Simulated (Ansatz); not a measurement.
Reaction (ligand exchange at the Si–C bond): `CC([SiH3])CO` + `CN(C)N` → `CN(C)N[SiH3]` + `CCCO`

Program: Ansatz. Geometries: PBE0-D4/def2-TZVP. ΔE: electronic, gas phase. CBS: MP2 limit from def2 TZ/QZ plus the TZ coupled-cluster correction, frozen cores. This one scheme is used for every species. Functionals use def2-TZVPP. One conformer a species, not always the lowest.

`CC([SiH3])CO`:

```xyz
15

C    -0.720    0.156    1.358
C     0.337   -0.002    0.268
Si    0.433   -1.786   -0.329
C     0.105    0.949   -0.889
O     0.193    2.278   -0.409
H    -0.512   -0.488    2.216
H    -1.715   -0.104    0.982
H    -0.758    1.189    1.710
H     1.324    0.234    0.689
H     1.506   -1.956   -1.348
H    -0.862   -2.198   -0.940
H     0.718   -2.686    0.821
H     0.853    0.776   -1.676
H    -0.888    0.760   -1.325
H    -0.015    2.878   -1.128
```

`CN(C)N`:

```xyz
12

C    -0.718    0.972   -0.643
N     0.403    0.325   -0.005
C     0.004   -0.402    1.178
N     1.060   -0.492   -0.949
H    -1.182    1.670    0.056
H    -1.491    0.253   -0.974
H    -0.364    1.520   -1.515
H    -0.699   -1.225    0.948
H     0.885   -0.829    1.663
H    -0.482    0.273    1.886
H     1.998   -0.670   -0.613
H     0.586   -1.396   -1.032
```

`CN(C)N[SiH3]`:

```xyz
15

C     0.458    0.621    1.410
N     0.305    0.912    0.002
C    -1.048    1.303   -0.331
N     0.747   -0.146   -0.813
Si    0.265   -1.803   -0.749
H     1.500    0.373    1.619
H     0.187    1.506    1.991
H    -0.174   -0.216    1.754
H    -1.317    2.188    0.251
H    -1.100    1.552   -1.391
H    -1.793    0.517   -0.120
H     1.569    0.110   -1.334
H     0.981   -2.440   -1.883
H     0.625   -2.518    0.509
H    -1.206   -1.957   -0.915
```

`CCCO`:

Z-matrix (Å, degrees):
```
C
C 1 1.519
H 1 1.094 2 111.3
H 1 1.092 2 111.4 3 120.2
H 1 1.093 2 111.1 3 -119.8
C 2 1.516 1 112.3 3 59.4
H 2 1.097 1 109.7 3 -61.9
H 2 1.094 1 110.5 3 -179.1
O 6 1.412 2 113.3 1 177.5
H 6 1.101 2 109.8 1 -57.8
H 6 1.094 2 109.9 1 59.5
H 9 0.961 6 108.2 2 59.3
```

```tsv
level	ΔE (eV)
PBE-D4	-0.38
r2SCAN-D4	-0.43
PBE0-D4	-0.41
r2SCAN	-0.43
CCSD(T)/def2-TZVPP	-0.42
SCS-MP2/def2-QZVPP	-0.46
HF/CBS(def2)	-0.58
CCSD/CBS(def2)	-0.45
```

What does CCSD(T)/CBS give? (An estimate is asked.)

Ansatz gave: -0.43 eV. The listed levels differ from it by 0.05, 0.00, 0.02, 0.00, 0.01, -0.03, -0.15, -0.02 eV.

Largest T1 diagnostic among the species: 0.010.

In def2-TZVPP, CCSD(T) changes the Hartree–Fock value by +0.15 eV (the triples alone add +0.02 eV) and MP2 by +0.15 eV.
